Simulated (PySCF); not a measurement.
A calculated (LC-wPBE, PySCF 2.14, cc-pVDZ-X2C, the spin-free X2C one-electron Hamiltonian (Gaussian nucleus)) atom or ion has these occupied shells.

| shell | electrons | orbital energy (eV) | rms radius, mean of both spins (bohr) |
| --- | --- | --- | --- |
| 1s α | 1 | -49967.5 | 0.0249 |
| 1s β | 1 | -49967.5 | 0.0249 |
| 2s α | 1 | -8248.2 | 0.101 |
| 2s β | 1 | -8248.1 | 0.101 |
| 2p α | 3 | -7352.9 | 0.0906 |
| 2p β | 3 | -7352.8 | 0.0906 |
| 3s α | 1 | -1827.0 | 0.261 |
| 3s β | 1 | -1825.0 | 0.261 |
| 3p α | 3 | -1548.4 | 0.261 |
| 3p β | 3 | -1546.4 | 0.261 |
| 3d α | 5 | -1174.0 | 0.240 |
| 3d β | 5 | -1172.4 | 0.240 |
| 4s α | 1 | -366.89 | 0.588 |
| 4s β | 1 | -361.84 | 0.588 |
| 4p α | 3 | -274.81 | 0.625 |
| 4p β | 3 | -269.77 | 0.625 |
| 4d α | 5 | -145.91 | 0.690 |
| 4d β | 5 | -140.66 | 0.690 |
| 5s α | 1 | -50.788 | 1.46 |
| 5s β | 1 | -47.896 | 1.46 |
| 5p α | 3 | -28.015 | 1.73 |
| 5p β | 3 | -25.594 | 1.73 |
| 4f α | 7 | -7.344 | 1.10 |
| 6s α | 1 | -5.365 | 4.66 |
| 5d α | 1 | -4.085 | 3.38 |
| 4f β | 1 | -2.869 | 1.10 |

**Question.** Name the element and its charge.

**Answer.** Gd (gadolinium, neutral), in [Xe] 4f8 5d1 6s1, one real determinant (an excited configuration).
